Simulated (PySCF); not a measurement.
Computed vibrations of [Gd(SH)2]+

[Gd(SH)2]+ (singlet in the valence; each metal's 4f electrons, 7 of them, lie in its core potential, out of spins and levels). PySCF 2.14.0, RKS BP86, Gd lcecp-1-SVP with ECP53, S def2-SVP, H def2-SVP; non-relativistic Hamiltonian with scalar-relativistic core potentials where named; density fitting; no spin-orbit coupling. Central differences of gradients.

```xyz
5

Gd    0.0000    0.0000    0.0000
S     0.0000    0.6632    2.3576
H     0.0000    1.0311    3.6652
S     0.0000   -0.6632   -2.3576
H     0.0000   -1.0311   -3.6652
```

Run from Python with OMP_NUM_THREADS=2. Where DIIS fails, smearing, a level shift and second-order steps follow.
It took 43 s on 2 threads of Intel(R) Xeon(R) CPU @ 2.80GHz (Skylake/Cascade Lake) (shared host).

What are the harmonic wavenumbers and infrared intensities?

Modes are labelled in D∞h; negative numbers are unstable modes, those under 60 cm⁻¹ near the noise; a finer grid moves soft modes by up to 10 cm⁻¹.
```csv
cm⁻¹,km/mol,symmetry
-231,–,πu
-231,–,πu
-57,–,πu
-57,–,πu
264,0.0,πg
264,0.0,πg
354,0.0,σg+
392,134.9,σu+
2652,341.6,σu+
2652,0.0,σg+
```

Is this a minimum?

No: 4 unstable; the lowest moves the atoms so:
```
Gd   0.00  0.00  0.00
S    0.00 -0.03  0.01
H    0.00  0.68 -0.19
S    0.00 -0.03  0.01
H    0.00  0.68 -0.19
```

An lcecp potential fixes the number of 4f electrons, so in runs with it no electron can move into or out of that shell.
